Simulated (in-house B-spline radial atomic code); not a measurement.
Ionising Cu²²⁺ with different functionals

Computed with a B-spline radial code for spherical atoms: scalar-relativistic (spin-free X2C) Hamiltonian, Fermi nucleus of rms radius 3.8823 fm, spin-polarised at highest spin, spherical fractional occupations for the functionals, the average over the highest-spin determinants for Hartree-Fock. The ionisation energy is the difference of two self-consistent energies, [He] 2s2 2p3 → [He] 2s2 2p2, without Breit or QED terms; ε is the level of the shell that loses the electron (its least bound occupied spin orbital).

Hybrids are left out here: with spherical fractional occupations of an open shell their exact exchange keeps a self-interaction that integer-occupation calculations don't have.

| method | rung | ΔSCF (eV) | -ε(2p) (eV) |
| --- | --- | --- | --- |
| Hartree-Fock | Hartree-Fock | 2061.0 | 2062.6 |
| RPBE | GGA | 2060.7 | 2002.5 |
| AM05 | GGA | 2058.9 | 2000.8 |
| PBE | GGA | 2060.6 | 2002.5 |
| SCAN | meta-GGA | 2067.1 | 2010.2 |

How do they compare with the NIST value?

NIST lists 2044 eV ± 6 (semi-empirical, ground level to ground level). Errors run from +14.9 to +23.1 eV. The correlated functionals all miss on the same side by more than they spread, so the cause is common to them (spin-orbit coupling, Breit-QED terms, multiplet and fine-structure energies, or a listed next ion that isn't the cheapest removal here) and closeness doesn't rank the functionals. Hartree-Fock also lacks correlation.
